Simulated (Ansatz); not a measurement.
Species: CH2N, charge -1, singlet. CH2N- (parent SMILES C=[N], singlet).
B3LYP-D3(BJ)/def2-TZVP minimum from Ansatz (a first-principles code):
```
C
N 1 1.2341
H 1 1.1553 2 126.44
H 1 1.1553 3 107.12 2 180.00
```
Charge -1, spin multiplicity 1.

Total energies in aug-cc-pVDZ, 12 correlated electrons, 2 frozen orbitals. Open shells are spin-unrestricted; no spin-orbit coupling. Cores are frozen in correlated methods. No relativity. The spin of CH2N- (parent SMILES C=[N], singlet) was assumed, and the state is the lowest solution found for it.

```
method    program  energy (Eh)  minus CCSDT(Q) (mEh)
--------  -------  -----------  --------------------
HF         Ansatz    -93.40253                361.23
MP2        Ansatz    -93.73070                 33.06
CCSD       Ansatz    -93.74671                 17.05
CCSD(T)    Ansatz    -93.76200                  1.76
CCSDT(Q)   Ansatz    -93.76376                  0.00
```

Rough core times of Ansatz's runs on a shared machine: CCSD(T) under 20 s, CCSDT(Q) 60 s.
